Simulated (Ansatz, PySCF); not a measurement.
SiOCl2, SMILES O=[Si](Cl)Cl.

The structure is a stationary point at PBE-D3(BJ)/def2-SVP.

Vertical ionisation energy (IE) and electron affinity (EA) in eV. Rows of orbital energies are one-electron estimates. Where ΔSCF, EOM or ADC give a negative EA the extra electron is unbound and the value depends on the basis.

| level | IE | EA |
|---|---|---|
| −ε(HOMO), −ε(LUMO), r2SCAN/def2-TZVPD (PySCF) | (withheld) | (withheld) |
| −ε(HOMO), −ε(LUMO), PBE/def2-TZVPD (PySCF) | 7.41 | 3.27 |
| ΔSCF, PBE0/def2-SVPD (Ansatz), final states of multiplicity 2 and 2 | 11.17 | 0.68 |
| ΔSCF, PBE/def2-SVPD (Ansatz), final states of multiplicity 2 and 2 | 10.98 | 0.74 |

Question: Fill in the missing entries. (The exact figures need the calculation; the answer reports its results.)

Answer: 
- −ε(HOMO), −ε(LUMO), r2SCAN/def2-TZVPD (PySCF), IE: 7.71
- −ε(HOMO), −ε(LUMO), r2SCAN/def2-TZVPD (PySCF), EA: 2.96

Question: What vertical singlet–triplet gap does ΔSCF give with PBE0/def2-SVPD (Ansatz, a program for electronic structure) and with PBE/def2-SVPD (Ansatz)? (An estimate is asked for; the answer gives what the named calculation found.)

Answer: 4.52 and 4.39 eV (triplet above singlet where positive).
